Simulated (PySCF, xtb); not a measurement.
aminoborane (BH₄N), SMILES BN.

Harmonic wavenumbers (cm⁻¹) from xtb 6.7.1 with GFN2-xTB at its own minimum, in rising order: 635, 742, 768, 872, 1043, 1138, 1367, 1555, 2616, 2646, 3480, 3514.

What does B3LYP-D3(BJ)/def2-TZVP (PySCF) give at its own minimum? (An estimate is asked for; the answer gives what the named calculation found.)

630, 751, 857, 1018, 1141, 1158, 1366, 1650, 2579, 2656, 3577, 3664. Paired by order, the mean absolute difference is 63 cm⁻¹ and the zero-point energies are 29.1 and 30.1 kcal/mol.
